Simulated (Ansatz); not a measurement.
`CSB(O)CF`, charge 0, multiplicity 1.

Give a relaxed structure at PBE0-D4/def2-TZVP (Ansatz). (Estimate.)

The calculation gave: 
Cartesian coordinates in Å:
```
C -1.777 0.091 0.711
S -0.990 1.138 -0.536
B 0.681 0.459 -0.696
O 1.553 1.019 -1.565
C 1.154 -0.782 0.159
F 2.459 -1.151 -0.112
H -1.254 0.150 1.665
H -2.789 0.470 0.844
H -1.833 -0.945 0.379
H 1.207 1.769 -2.056
H 0.511 -1.652 -0.025
H 1.080 -0.566 1.233
```
Point group Cs.
This is one stationary point; other conformers may exist.
